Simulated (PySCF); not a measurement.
## Aluminium: a sound run and one with changed settings

Sound run: Al⁺ [Ne] 3s2, Al²⁺ [Ne] 3s1. All numbers are calculated (PySCF 2.14, the spin-free X2C one-electron Hamiltonian (Gaussian nucleus), in x2c-SVPall (4s3p1d, 18 functions)). In the sound run the correlated levels freeze [Ne]. The sound run starts from symmetry-adapted Hartree-Fock orbitals and uses a fine grid where one is needed.

A second run was set up differently.

```
species   method  sound run (hartree)  changed run (hartree)  converged
    Al⁺      MP2           -242.04050             -242.04815        yes
    Al⁺  CCSD(T)           -242.05316             -242.06086        yes
   Al²⁺      MP2                  n/a             -241.37833        yes
   Al²⁺  CCSD(T)                  n/a             -241.37867        yes
```

Ionisation energy of Al⁺:

```tsv
method	sound run (eV)	changed run (eV)
UHF	17.510	17.510
MP2	18.202	18.227
SCS-MP2	18.340	18.361
CCSD	18.546	18.558
CCSD(T)	18.546	18.563
```

Task: What was changed?
A. a valence shell is frozen
B. too few SCF iterations
C. all electrons correlated in a valence basis
D. basis contracted for another Hamiltonian

Result: C. A valence basis has no tight correlating functions, so it recovers only part of the core correlation, and not evenly between atom and ion.
